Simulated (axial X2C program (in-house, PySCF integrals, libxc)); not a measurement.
Worked dissociation energy of PBr⁺: PW91, with spin–orbit coupling

Calculated with an in-house relativistic program for diatomic molecules. Two-component (2c) means X2C with spin–orbit coupling and atomic mean-field two-electron Coulomb and Gaunt terms. Basis: Br dyall-cv3z [8s9p6d4f1g], P dyall-v3z [8s7p2d1f] (cores contracted in-house); Gaussian nuclei, density fitting, unrestricted open shells. Masses: Br 78.918 u, P 30.974 u.

Molecular state: Ω = 1/2 (⟨Sz⟩ = -0.50, ⟨Lz⟩ = 1.00 at PW91).

```
E(Br) (2M_J = 3) : -2605.599109 hartree
E(P+) (2M_J = 2) : -341.653166 hartree
E(PBr⁺) at Re    : -2947.424619 hartree
ωe               : 512.5 cm⁻¹
ωexe             : 1.75 cm⁻¹
```

Work out De and D0.

De = -2605.599109 + (-341.653166) − (-2947.424619) = 0.17234 hartree = 4.690 eV. The zero-point energy is ωe/2 − ωexe/4 = 256 cm⁻¹ = 0.032 eV, so D0 = 4.658 eV.

The state is one determinant whose occupation by symmetry is held fixed; it was picked as the lowest of a PBE0 search that is not exhaustive. Dissociation energies refer to the lowest single-determinant-based atoms at the same level and basis. Density functionals use the spin component along the axis (collinear). The 2c atoms are single determinants rather than J levels; their spin–orbit lowering is only partly caught, and De is too large by that part. This holds for PW91. Without a current term, density functionals place determinants with orbital angular momentum somewhat too high.

Each atomic determinant is the lowest at this level and need not be a pure J level. Totals compare only within one Hamiltonian and basis.
